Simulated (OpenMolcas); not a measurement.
## What dynamic correlation does to the levels of Cu⁷⁺

| Item | Value |
| --- | --- |
| Program | OpenMolcas |
| Basis | ANO-RCC-VTZP [6s5p3d2f1g] |
| Scalar Hamiltonian | DKH2, point nucleus |
| Active space | 4 electrons in 5 orbitals (3d) |
| State averaging | 2S+1 = 5 even, 5 roots; 2S+1 = 3 even, 45 roots kept (CI in the orbitals of an earlier block); 2S+1 = 1 even, 50 roots kept (CI in the orbitals of an earlier block) |
| Spin-orbit coupling | RASSI with atomic mean-field integrals over the reference wave functions, term energies averaged over their components |

Methods on the same reference wave functions:
A. CASSCF
B. SS-CASPT2, IPEA 0.25 Eh, imaginary shift 0.1 Eh (closed shells correlated: 3s 3p)
C. MS-CASPT2, IPEA 0.25 Eh, imaginary shift 0.1 Eh (closed shells correlated: 3s 3p)

Energies in cm-1 above 3d4 5D0.

| Level | A | B | C |
| --- | --- | --- | --- |
| 3d4 5D0 | 0.0 | 0.0 | 0.0 |
| 3d4 5D1 | 387 | 397 | 398 |
| 3d4 5D2 | 1115 | 1136 | 1137 |
| 3d4 5D3 | 2123 | 2150 | 2150 |
| 3d4 5D4 | 3357 | 3380 | 3380 |
| 3d4 3H4 | 36786 | 35710 | 35710 |
| 3d4 3H5 | 37646 | 36650 | 36650 |
| 3d4 3P0(1) | 38179 | 33420 | 33410 |
| 3d4 3H6 | 38517 | 37590 | 37590 |
| 3d4 3P1(1) | 40442 | 35770 | 35770 |
| 3d4 3F3(1) | 42665 | 38810 | 38810 |
| 3d4 3F2(1) | 42670 | 38740 | 38750 |
| 3d4 3F4(1) | 43048 | 39250 | 39250 |
| 3d4 3P2(1) | 44093 | 39390 | 39400 |
| 3d4 3G3 | 46894 | 43360 | 43360 |
| 3d4 3G4 | 47740 | 44230 | 44230 |
| 3d4 3G5 | 48342 | 44950 | 44950 |
| 3d4 1I6 | 56058 | 54780 | 54780 |
| 3d4 1G4(1) | 59562 | 54440 | 54440 |
| 3d4 3D3 | 60048 | 52930 | 52930 |
| 3d4 3D2 | 60312 | 53230 | 53230 |
| 3d4 3D1 | 60747 | 53630 | 53630 |
| 3d4 1S0(1) | 68716 | 58450 | 58460 |
| 3d4 1D2(1) | 73150 | 67390 | 67400 |

Between B and C the level of the table that moves most is 3d4 3P0(1), by 11 cm-1 (lowest in C, highest in B). Moves below CASPT2's spread within the term are not significant.

From A to B the spin-free energies of the other terms of 3d4 shown, above 5D, scale by factors of 0.84 to 0.98.

The lowest spin-free term lies below A's lowest term by 0.358 hartree in B, 0.358 hartree in C.

CASPT2 does not keep the components of a term degenerate, so their means are used; among the terms shown or strongly mixed into the levels shown the widest spread is 960 cm-1 (3d4 1I, C). Terms from blocks run as CI alone lack orbitals of their own. Without dynamic correlation excited terms often stand tens of per cent too high (terms of higher spin than the ground term too low), and those without a measured partner can miss by more than the paired ones (holds for A). The CASPT2 spread within a term exceeds the gap to the next term for 3d4 1G(1) and 3d4 1I, so the order of their levels is uncertain (holds for C). Levels of configurations outside the active space are missing. Levels that lie high or do not pair safely by name in every column are left out.

A number in round brackets counts repeated terms of one configuration in the order of the reference energies.
